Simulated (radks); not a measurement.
Values are calculated unless marked as measured or tabulated.
Charge is removed step by step from the 3d5/2 level of the tungsten ion W+, starting from [Ar] 3d(3/2: 4, 5/2: 6) 4s2 4p6 4d10 4f14 5s2 5p6 5d4 6s1. Level of theory: Dirac Kohn-Sham, BLYP, spin-unpolarised, spherical densities, finite nucleus; open shells fill j = l - 1/2 first; Fermi nuclear charge, rms radius 5.3658 fm (a radial shooting solver on a logarithmic mesh with Libxc functionals).

| removed (e) | E - E(0) (eV) | eigenvalue (eV) | E minus straight line (eV) |
|---|---|---|---|
| 0 | 0.000 | -1781.7 | 0.000 |
| 0.125 | 223.20 | -1789.5 | -3.500 |
| 0.25 | 447.38 | -1797.4 | -6.016 |
| 0.375 | 672.55 | -1805.4 | -7.539 |
| 0.5 | 898.73 | -1813.4 | -8.061 |
| 0.625 | 1125.9 | -1821.5 | -7.576 |
| 0.75 | 1354.1 | -1829.7 | -6.076 |
| 0.875 | 1583.3 | -1837.9 | -3.553 |
| 1 | 1813.6 | -1846.1 | 0.000 |

Removing the whole electron costs 1813.6 eV by Delta-SCF, against 1781.7 eV from minus the eigenvalue at the starting occupation. Slater's transition state (half an electron removed) gives 1813.4 eV. Integrating minus the eigenvalue over the occupation (Janak's theorem) gives 1813.6 eV. The mean slope of the eigenvalue, de/dn, is 64.5 eV per electron.
